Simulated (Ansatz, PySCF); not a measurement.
Reaction (SMILES): [Br][Al][Br] → [Al][Br] + Br atom (the Al-Br bond at the site shown breaks; other sites are not compared here)
Geometries: B3LYP-D3(BJ)/def2-TZVP minima from Ansatz (a quantum-chemistry and plane-wave program). A spin state is the lowest found, not a proven ground state.

Property: bond dissociation energy (electronic energy difference), in kcal/mol. Correlated levels leave the core frozen unless marked. Open shells are spin-unrestricted. Spin-orbit coupling is left out. Frozen are the shells of the preceding noble gas and the d and f shells that filled before the atom's block. Non-relativistic. FCI takes restricted orbitals. CBS(X,Y): correlation extrapolated as X^-3; Hartree-Fock from the larger set. The bracket is a focal-point correction in the basis named.

```tsv
level	program	bond dissociation energy (kcal/mol)
BLYP-D3(BJ)/def2-TZVPD	Ansatz + dftd3	55.9
revPBE/def2-TZVPD	Ansatz	57.9
TPSS-D4/def2-TZVPD	PySCF + dftd4	?
r2SCAN-D4/def2-TZVPD	Ansatz + dftd4	67.6
B97M-V/def2-TZVPD	Ansatz	?
PBE0-D3(BJ)/def2-TZVP	Ansatz + dftd3	?
BHLYP-D3(BJ)/def2-TZVPD	Ansatz + dftd3	56.9
r2SCAN0-D4/def2-TZVPD	Ansatz + dftd4	66.0
HSE06-D3(BJ)/def2-TZVPD	Ansatz + dftd3	?
wB97X/def2-TZVPD	Ansatz	57.5
B2GP-PLYP-D4/def2-TZVPD	Ansatz + dftd4	58.3
B2PLYP-D3(BJ)/def2-TZVPD	Ansatz + dftd3	58.0
CCSD/def2-SVP	Ansatz	50.9
FCI/STO-3G	Ansatz	56.6
RI-MP2/CBS(def2-TZVPPD,def2-QZVPPD)+[CCSD(T)-MP2]/def2-TZVPPD	Ansatz	58.5
```

Problem. Complete the blanks.

Solution. 
- TPSS-D4/def2-TZVPD, bond dissociation energy (kcal/mol): 64.1
- B97M-V/def2-TZVPD, bond dissociation energy (kcal/mol): 59.0
- PBE0-D3(BJ)/def2-TZVP, bond dissociation energy (kcal/mol): 62.6
- HSE06-D3(BJ)/def2-TZVPD, bond dissociation energy (kcal/mol): 62.7
